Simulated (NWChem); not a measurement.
# CH4OSSe; SMILES O(C)[Se]S

```xyz
8

Se     0.7430     0.0306     0.0004
O     -0.1409    -1.4166    -0.6109
C     -1.0535    -2.0094     0.2791
H     -1.9109    -1.3439     0.4884
H     -1.4339    -2.9151    -0.2176
H     -0.5837    -2.2956     1.2373
S     -0.7678     1.6132    -0.0461
H     -1.2438     1.4819     1.2166
```
Atoms are numbered in this order, from 1.

Coordinates come from a PBE0/def2-SVP optimisation.

Spin-orbit effects, on the heavy nuclei and on their neighbours, are missing.

Task: Give the principal values of the shielding tensors (ppm) of Se1, O2, C3, S7 from B3LYP/6-311G** (spherical d), GIAO (NWChem), with their diamagnetic and paramagnetic parts as GIAO splits them.

Result: 
```json
[
 {"atom": "Se1", "σ11": "-878.7", "σ22": "5.6", "σ33": "1263.5", "isotropic": "130.1", "diamagnetic": "2996.6", "paramagnetic": "-2866.5"},
 {"atom": "O2", "σ11": "110.1", "σ22": "304.1", "σ33": "417.6", "isotropic": "277.3", "diamagnetic": "390.6", "paramagnetic": "-113.3"},
 {"atom": "C3", "σ11": "79.9", "σ22": "105.8", "σ33": "179.7", "isotropic": "121.8", "diamagnetic": "247.5", "paramagnetic": "-125.7"},
 {"atom": "S7", "σ11": "182.4", "σ22": "505.4", "σ33": "660.1", "isotropic": "449.3", "diamagnetic": "1054.4", "paramagnetic": "-605.1"}
]
```
